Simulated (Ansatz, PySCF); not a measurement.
BiF$_{2}$, charge +1, singlet, at a GFN2-xTB geometry (such geometries of metal compounds can be far from the true shape) (core potentials on Bi). Base run: PBE/def2-SVPD run with PySCF.

The PySCF input:
```python
from pyscf import gto, scf, dft

mol = gto.M(
    atom='''
Bi    0.214011    0.095505    0.087378
F    -1.103766    0.603394   -1.257362
F    -0.869888   -1.484165    0.451543
''',
    basis='def2-svpd',
    ecp={'Bi': 'def2-svpd'},
    charge=1,
    spin=0,
    verbose=4,
)

mf = dft.RKS(mol)
mf.xc = 'pbe'
mf.kernel()
```

The same geometry, method and basis name were run in Ansatz (a quantum-chemistry and plane-wave program) and PySCF, at each program's defaults and at the settings that a row names. The base is PySCF at its defaults. Differences at the defaults can come from grids, fitting, cores and function types together.

```tsv
code and settings	ΔE vs base (mEh)	basis functions	E (Eh)	SCF cycles
PySCF, defaults (exact integrals, its default grid, spherical functions)	0.000	78	-413.74627	11
Ansatz, defaults (factorised integrals, its default grid, spherical functions)	-0.015	78	-413.74628	-
PySCF, density fitting with def2-universal-jkfit	-0.040	78	-413.74631	11
PySCF, fine grid	-0.022	78	-413.74629	11
Ansatz, high accuracy	0.000	78	-413.74627	-
```
